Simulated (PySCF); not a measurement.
B3H3O3. Atoms are numbered in the order given.

```xyz
9

B     -1.3811     0.0000     0.0000
O     -0.6857    -1.1876     0.0000
B      0.6905    -1.1960     0.0000
O      1.3713     0.0000     0.0000
B      0.6905     1.1960     0.0000
O     -0.6857     1.1876     0.0000
H     -2.5835     0.0000     0.0000
H      1.2917    -2.2374     0.0000
H      1.2917     2.2374     0.0000
```

Geometry: ωB97X-D3(BJ)/def2-SVP.

The numbers are results of PBE/pcSseg-1 in PySCF, not measurements.

GIAO shieldings, no solvent; atoms alike by connectivity are averaged. δ = σ(ref) − σ: ¹¹B against BF3 (σ = 83.9 ppm); ¹⁷O against H2O (σ = 334.3 ppm); ¹H against TMS (σ = 31.49 ppm), references at their B3LYP-D3(BJ)/def2-TZVP geometries, non-relativistic.

```json
[
 {"atoms": "B1, B3, B5", "nucleus": "¹¹B", "count": "3", "δ (ppm)": "14.6"},
 {"atoms": "O2, O4, O6", "nucleus": "¹⁷O", "count": "3", "δ (ppm)": "247.0"},
 {"atoms": "H7, H8, H9", "nucleus": "¹H", "count": "3", "δ (ppm)": "…"}
]
```

Some entries are withheld; supply them. (The exact figures need the calculation; the answer reports its results.)


- H7, H8, H9, δ (ppm): 5.05
